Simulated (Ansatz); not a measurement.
Molecule: CAuO, charge 1, multiplicity 1. 
Structure (B3LYP-D3(BJ)/def2-TZVP (Ansatz, an electronic-structure program) minimum search):
```
C
O 1 1.1150
Au 1 1.9516 2 180.00
```
Charge +1, spin multiplicity 1.

Total electronic energies in hartree. Cores are frozen in the correlated levels unless marked. No spin-orbit coupling. The frozen core is the preceding noble-gas configuration, with the filled d and f shells of earlier blocks. Past Kr the def2 sets carry scalar-relativistic core potentials. CBS marks a two-point X^-3 extrapolation of the correlation energy; Hartree-Fock from the larger set.

```csv
level,program,energy (Eh)
HF/def2-SVP,Ansatz,-247.17280
HF/def2-QZVPPD,Ansatz,-247.32636
PBE/def2-TZVPD,Ansatz,-248.72629
PBE-D4/def2-TZVPD,Ansatz + dftd4,-248.72795
BLYP-D3(BJ)/def2-TZVPD,Ansatz + dftd3,-248.78541
PBE0-D3(BJ)/def2-TZVPD,Ansatz + dftd3,-248.67810
r2SCAN0/def2-TZVPD,Ansatz,-248.72534
B2GP-PLYP-D3(BJ)/def2-TZVPD,Ansatz + dftd3,-248.42487
B2PLYP-D4/def2-TZVPD,Ansatz + dftd4,-248.50814
"MP2/CBS(def2-TZVPP,def2-QZVPP)",Ansatz,-248.1352
RI-MP2/def2-QZVPPD,Ansatz,-248.09971
SCS-MP2/def2-SVP,Ansatz,-247.67685
SCS-MP2/def2-TZVPP,Ansatz,-247.99623
"CCSD(T)/CBS(def2-TZVPP,def2-QZVPP)",Ansatz,-248.1308
"CCSD(T)/CBS(def2-TZVPPD,def2-QZVPPD)",Ansatz,-248.1290
```

Totals of different functionals don't rank their quality; only differences between species are comparable.
